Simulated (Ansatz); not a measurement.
`[CH3][GeH2]` radical, relaxed with UKS PBE-D4/def2-SVP in Ansatz 0.2.0 from a rough embedded geometry. The force threshold is 0.03 eV/Å; the program also tests the step.

Total charge 0; spin multiplicity 2.

Start:

```xyz
7

C    -0.837   -0.147    0.206
Ge    1.034   -0.332   -0.338
H    -0.960   -0.673    1.226
H    -1.480   -0.494   -0.601
H    -1.021    0.971    0.434
H     2.011    0.211    0.751
H     1.253    0.463   -1.679
```

By how much does the energy fall, and how many steps does the optimiser take? (Estimate.)

The calculation gave: 2.68 kcal/mol, in 4 steps.

Which bonds change most? (Best estimate.)

Computed: C1–H3 from 1.154 to 1.107 Å; C1–H5 from 1.156 to 1.110 Å; C1–Ge2 from 1.957 to 1.977 Å; C1–H4 from 1.088 to 1.107 Å.

Give the relaxed structure. (Estimate.)

Computed: 
```xyz
7

C    -0.826   -0.122    0.238
Ge    1.051   -0.317   -0.351
H    -0.997   -0.686    1.175
H    -1.517   -0.499   -0.540
H    -1.045    0.950    0.422
H     2.034    0.215    0.741
H     1.299    0.459   -1.686
```
